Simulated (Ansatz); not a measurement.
Computed with Ansatz on PBE0-D4/def2-TZVP structures; ΔE is electronic, products minus reactants. CBS: MP2 limit from def2 TZ/QZ plus the TZ coupled-cluster correction, frozen cores. DFT in def2-TZVPP. B3LYP here is the variant with VWN-RPA as its local correlation; programs differ in this. def2 core potentials past Kr. For Br, Sn outer-core shells are correlated without core-valence functions, which leaves a few kJ/mol of doubt a bond. Scalar relativity is left out up to krypton. Each species was taken in one conformer, which may not be the lowest.

`O[CH2][SnH2][SH]` + `[SH][AlH][Br]` → `O[CH2][Al]([SH])[Br]` + `[SH][SnH3]`  (formal exchange of groups at a C–Sn bond)

```json
{"level": "PBE-D4", "ΔE (kcal/mol)": "0.5", "difference from CCSD(T)/CBS": "0.0"}
{"level": "PBE0-D4", "ΔE (kcal/mol)": "-0.6", "difference from CCSD(T)/CBS": "-1.1"}
{"level": "ωB97X-V", "ΔE (kcal/mol)": "-1.0", "difference from CCSD(T)/CBS": "-1.5"}
{"level": "B2PLYP", "ΔE (kcal/mol)": "-0.7", "difference from CCSD(T)/CBS": "-1.2"}
{"level": "PBE", "ΔE (kcal/mol)": "0.2", "difference from CCSD(T)/CBS": "-0.3"}
{"level": "r2SCAN", "ΔE (kcal/mol)": "-0.3", "difference from CCSD(T)/CBS": "-0.8"}
{"level": "B3LYP", "ΔE (kcal/mol)": "-1.1", "difference from CCSD(T)/CBS": "-1.6"}
{"level": "HF/def2-TZVPP", "ΔE (kcal/mol)": "-3.6", "difference from CCSD(T)/CBS": "-4.1"}
{"level": "MP2/def2-TZVPP", "ΔE (kcal/mol)": "0.4", "difference from CCSD(T)/CBS": "-0.1"}
{"level": "SCS-MP2/def2-TZVPP", "ΔE (kcal/mol)": "-0.2", "difference from CCSD(T)/CBS": "-0.7"}
{"level": "CCSD/def2-TZVPP", "ΔE (kcal/mol)": "-1.1", "difference from CCSD(T)/CBS": "-1.6"}
{"level": "HF/def2-QZVPP", "ΔE (kcal/mol)": "-3.7", "difference from CCSD(T)/CBS": "-4.2"}
{"level": "MP2/def2-QZVPP", "ΔE (kcal/mol)": "0.9", "difference from CCSD(T)/CBS": "0.4"}
{"level": "SCS-MP2/def2-QZVPP", "ΔE (kcal/mol)": "0.2", "difference from CCSD(T)/CBS": "-0.3"}
{"level": "MP2/CBS(def2)", "ΔE (kcal/mol)": "1.3", "difference from CCSD(T)/CBS": "0.8"}
{"level": "CCSD/CBS(def2)", "ΔE (kcal/mol)": "-0.2", "difference from CCSD(T)/CBS": "-0.7"}
{"level": "CCSD(T)/CBS", "ΔE (kcal/mol)": "0.5", "difference from CCSD(T)/CBS": "0"}
```

Largest T1 diagnostic among the species: 0.012.

From PBE to PBE0 (25 % exact exchange), in def2-TZVPP and without D4, ΔE moves by −1.0 kcal/mol. In def2-TZVPP, CCSD(T) changes the Hartree–Fock value by +3.2 kcal/mol (the triples alone add +0.7 kcal/mol) and MP2 by +4.0 kcal/mol.
